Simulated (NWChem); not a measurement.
System: ScF$_{3}$; SMILES [F][Sc]([F])[F]

Results from NWChem. The level has its own optimisation; frequencies are unscaled.

Question: What does the run give for PBE/def2-SVP? Quantities: r F–Sc (Å); highest harmonic frequency (cm⁻¹); lowest (cm⁻¹); zero-point energy (kcal/mol).

Answer: 
- r F–Sc (Å) = 1.832
- highest harmonic frequency (cm⁻¹) = 752
- lowest (cm⁻¹) = 57
- zero-point energy (kcal/mol) = 3.6
